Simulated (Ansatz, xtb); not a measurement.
## Relative energy of two structures of C2H9AlAs+

We compare I, a singlet given by its coordinates, with II, a singlet given by its coordinates. Both are isolated ions in the gas phase, relaxed with B3LYP-D3(BJ)/def2-SVP.

I (Å):

```xyz
13

C     0.2708   -2.9356   -1.6510
C     1.8447    0.8903   -0.9084
Al   -0.2411   -2.2474    0.0753
As    0.7467    0.0882    0.4871
H     1.3684   -3.0167   -1.7389
H    -0.0717   -2.2715   -2.4638
H    -0.1585   -3.9354   -1.8255
H    -1.0731   -2.6391    1.3415
H     1.5855    0.1558    1.7387
H    -0.3058    1.1204    0.8055
H     2.1875    1.8800   -0.5793
H     2.7053    0.2346   -1.0973
H     1.2398    0.9827   -1.8205
```

Close contacts (Å): C1–Al3 1.93, C2–As4 1.95, Al3–As4 2.57, C1–H5 1.10, C1–H6 1.10, C1–H7 1.10, C2–H11 1.10, C2–H12 1.10, C2–H13 1.10, Al3–H8 1.56, As4–H9 1.51, As4–H10 1.51.

II (Å):

```xyz
13

C    -3.0536   -0.5802   -3.1077
C     1.3106    1.4609   -0.5117
Al   -1.7485    0.8076   -2.8190
As    0.0391    0.1106   -1.1082
H    -3.5939   -0.8188   -2.1751
H    -2.5780   -1.5137   -3.4549
H    -3.7957   -0.2736   -3.8624
H    -1.3974    2.2594   -3.2894
H     0.8857   -1.0407   -1.5914
H    -0.5350   -0.4833    0.1535
H     1.8466    1.8462   -1.3895
H     0.7546    2.2758   -0.0290
H     2.0160    1.0090    0.1979
```

Close contacts (Å): C1–Al3 1.93, C2–As4 1.95, Al3–As4 2.57, C1–H5 1.10, C1–H6 1.10, C1–H7 1.10, C2–H11 1.10, C2–H12 1.10, C2–H13 1.10, Al3–H8 1.57, As4–H9 1.51, As4–H10 1.51.

**Question.** Which of the two would you expect CCSD(T)/def2-SVP + ΔMP2/def2-TZVPP electronic energies to favour?

**Answer.** Too close to call at this level: CCSD(T)/def2-SVP + ΔMP2/def2-TZVPP gives E(II) − E(I) = −0.08 kcal/mol.

Level by level:

| level | geometry | E(II) − E(I) (kcal/mol) | departure from the last row (kcal/mol) | job, with rough time for the two |
| --- | --- | --- | --- | --- |
| B3LYP-D3(BJ)/def2-SVP | B3LYP-D3(BJ)/def2-SVP | −0.07 | +0.01 | optimisation, 2 min |
| HF/def2-SVP | B3LYP-D3(BJ)/def2-SVP | −0.18 | −0.10 | part of the CCSD(T) run |
| MP2/def2-SVP | B3LYP-D3(BJ)/def2-SVP | −0.10 | −0.02 | part of the CCSD(T) run |
| CCSD(T)/def2-SVP | B3LYP-D3(BJ)/def2-SVP | −0.10 | −0.03 | single point |
| CCSD(T)/def2-SVP + ΔMP2/def2-TZVPP | B3LYP-D3(BJ)/def2-SVP | −0.08 |  | single point, 26 s |

The largest departure from CCSD(T)/def2-SVP + ΔMP2/def2-TZVPP is that of HF/def2-SVP, 0.10 kcal/mol. A small imaginary or near-zero mode remains, so no thermal terms are given. Levels run at GFN2-xTB geometries aren't shown. The last row adds to CCSD(T) the change of the MP2 difference between the two basis sets, here +0.03 kcal/mol.

The correlated steps freeze 16 core orbitals; the filled d shell of As is correlated, in a basis made for valence electrons. Programs: Ansatz 0.2.0; the last row on 2 threads of Intel(R) Xeon(R) Gold 6455B (Sapphire Rapids) on a shared host.
